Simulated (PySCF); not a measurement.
C2H5FGeSi.
SMILES with atom numbers: `[CH:1]#[C:2][GeH2:3][SiH2:4][F:5]` (hydrogens: H6 on C1; H7, H8 on Ge3; H9, H10 on Si4)

Method: PBE0-D3(BJ)/def2-SVP geometry optimisation, gas phase in PySCF.

Task: Give the optimised bond lengths and angles.

Result: 
```json
{"bond": "C1≡C2", "length (Å)": "1.217", "order": "triple"}
{"bond": "C2–Ge3", "length (Å)": "1.904", "order": "single"}
{"bond": "Ge3–Si4", "length (Å)": "2.381", "order": "single"}
{"bond": "Si4–F5", "length (Å)": "1.631", "order": "single"}
{"bond": "C1–H6", "length (Å)": "1.076", "order": "single"}
{"bond": "Ge3–H7, Ge3–H8", "length (Å)": "1.537", "order": "single"}
{"bond": "Si4–H9, Si4–H10", "length (Å)": "1.491", "order": "single"}
```

Bonds in one row agree within 0.01 Å and their mean is given. Orders are formal, as drawn. A selection of angles:
```json
{"angle": "C2–C1–H6", "degrees": "179.3"}
{"angle": "C1–C2–Ge3", "degrees": "176.8"}
{"angle": "C2–Ge3–Si4", "degrees": "105.0"}
{"angle": "C2–Ge3–H7", "degrees": "108.7"}
{"angle": "Si4–Ge3–H7", "degrees": "112.5"}
{"angle": "H7–Ge3–H8", "degrees": "109.6"}
{"angle": "Ge3–Si4–F5", "degrees": "109.3"}
{"angle": "Ge3–Si4–H9", "degrees": "110.4"}
{"angle": "F5–Si4–H9", "degrees": "108.2"}
{"angle": "H9–Si4–H10", "degrees": "110.1"}
```

Torsions: C2–Ge3–Si4–F5 179° (antiperiplanar).

Ge3 (germanium bonded to C, Si and 2 H) is distorted tetrahedral (angles from 105.0° to 112.5°). Si4 (fluorine-bound silicon) is tetrahedral (angles from 108.2° to 110.5°). The 5 heavy atoms lie in one plane (0.005 Å rms).

Point group: Cs (every atom within 0.08 Å of its image). Stationary, but not proved a minimum. The numbers are those of one conformer.
